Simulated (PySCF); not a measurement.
Electron correlation in Ga (gallium, neutral)

[Ar] 3d10 4s2 4p1, 2P determinant. Calculation: PySCF 2.14, in aug-cc-pVDZ-PP with ECP10MDF; scalar relativity through the core potential. Frozen: 3s2 3p6 3d10; 3 electrons correlated.

| level | correlation energy (mhartree) |
| --- | --- |
| CCSD | -43.40 |
| (T) | -0.54 |
| CCSD(T) | -43.94 |
| CCSDT | -44.19 |
| FCI | -44.19 |

Diagnostics: T1 = 0.012, D1 = 0.0302, largest double amplitude 0.052, weight of the Hartree-Fock determinant in FCI 0.9417 (5819 determinants).

Cost of the coupled-cluster step: about 0.23 core-seconds, for 3 correlated electrons.
